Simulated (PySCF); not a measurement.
Compound: C4H4F2O.
Z-matrix (Å and degrees, GFN2-xTB geometry), rows numbered from 1:
```
C 
C   1  1.4959
C   2  1.3361  1  121.58
F   3  1.3243  2  123.88  1  -179.78
C   2  1.4701  1  118.20  3  -179.96
O   5  1.1810  2  130.52  1  -178.80
F   5  1.3701  2  110.65  1     1.18
H   1  1.0857  2  110.75  3    -0.21
H   1  1.0888  2  110.10  3  -121.06
H   1  1.0888  2  110.05  3   120.67
H   3  1.0827  2  124.00  1     0.20
```

Method used: TDDFT CAM-B3LYP/def2-SVPD, vertical, gas phase, core orbitals frozen in the response (PySCF 2.14.0, density-fitted response routines).

Kohn–Sham orbitals with the atoms that hold most of them (Löwdin shares over 4%, at most four atoms; ? is withheld):

```json
{"orbital": "LUMO+2", "ε (eV)": "1.59", "atoms": "C3 21%, H11 18%, F4 16%, F7 8%"}
{"orbital": "LUMO+1", "ε (eV)": "1.02", "atoms": "C1 23%, C3 20%, H8 10%, C5 10%"}
{"orbital": "LUMO", "ε (eV)": "-0.87", "atoms": "?"}
{"orbital": "HOMO", "ε (eV)": "?", "atoms": "C2 31%, C3 26%, F4 13%, C1 9%"}
{"orbital": "HOMO-1", "ε (eV)": "-10.57", "atoms": "?"}
{"orbital": "HOMO-2", "ε (eV)": "-12.61", "atoms": "O6 43%, F7 34%, C5 17%"}
{"orbital": "HOMO-3", "ε (eV)": "-12.96", "atoms": "F4 35%, F7 17%, C3 16%, C2 12%"}
```

Question: Which atoms hold the LUMO, and with what shares?

Answer: C3 (bonded to C, F and H) 26%; C5 (bonded to C, F and O) 20%; O6 (bonded to C) 18%; C2 (bonded to 3 C) 17%. By element: carbon 63% or more, oxygen 18%.

Question: Which atoms hold the HOMO-1, and with what shares?

Answer: O6 (bonded to C) 65%; F7 (bonded to C) 11%; C5 (bonded to C, F and O) 9%; C2 (bonded to 3 C) 6%. By element: oxygen 65%, carbon 16% or more, fluorine 11% or more.

Question: What is the HOMO energy, and the HOMO–LUMO gap?

Answer: ε(HOMO) = -9.61 eV; the gap is 8.75 eV (0.3215 hartree).

Question: How does S1 compare with the orbital gap of 8.75 eV?

Answer: S1 is at 5.25 eV (f = 0.0000), 3.50 eV below the gap, made of HOMO-1→LUMO (94%). Its leading pair isn't HOMO and LUMO; the energies of that pair differ by 9.70 eV. Without the coupling terms of the response equations the lowest excitation would equal the gap.

Question: Give energy, strength and leading configuration of S1, S2, S3 and S7, and follow the Löwdin shares of the leading atoms from the occupied to the empty orbital.

Answer: 
- S1 (5.25 eV, f 0.0000), HOMO-1→LUMO (94%): O6 65% → 18%, F7 11% → at most 17%, C3 at most 7% → 26%, C5 9% → 20%
- S2 (5.95 eV, f 0.255), HOMO→LUMO (98%): C2 31% → 17%, C3 26% → 26%, C5 at most 9% → 20%
- S3 (7.58 eV, f 0.0062), HOMO→LUMO+1 (86%): C2 31% → at most 10%, C3 26% → 20%, C1 9% → 23%
- S7 (8.40 eV, f 0.038), HOMO-2→LUMO (79%): O6 43% → 18%, F7 34% → at most 17%, C3 at most 4% → 26%, C5 17% → 20%

On one thread of an Arm Neoverse V2, no GPU, on a shared host, this took 25 s of wall time.

One conformer stands for the species.
